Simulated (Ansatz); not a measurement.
System: CH4Al, charge 0, doublet. CH4Al (SMILES [CH3][AlH], doublet).
B3LYP-D3(BJ)/def2-TZVP minimum from Ansatz (a first-principles code):
```
C
H 1 1.0899
H 1 1.0956 2 108.34
H 1 1.0956 2 108.34 3 115.78
Al 1 1.9732 2 114.42 3 -122.11
H 5 1.6066 1 117.21 2 180.00
```
Charge 0, spin multiplicity 2.

Total energies in cc-pV(D+d)Z, 11 correlated electrons, 6 frozen orbitals. Radicals and triplets start from unrestricted determinants; spin-orbit coupling is neglected. Cores are frozen in correlated methods. No relativity. The spin of CH4Al ([CH3][AlH], doublet) was assumed, and the state is the lowest solution found for it.

```
method    program  energy (Eh)  minus CCSDT(Q) (mEh)
--------  -------  -----------  --------------------
HF         Ansatz   -282.07703                238.13
MP2        Ansatz   -282.27697                 38.19
CCSD       Ansatz   -282.30822                  6.94
CCSD(T)    Ansatz   -282.31406                  1.09
CCSDT(Q)   Ansatz   -282.31516                  0.00
```

Rough core times of Ansatz's runs on a shared machine: CCSD(T) under 20 s, CCSDT(Q) 30 s.
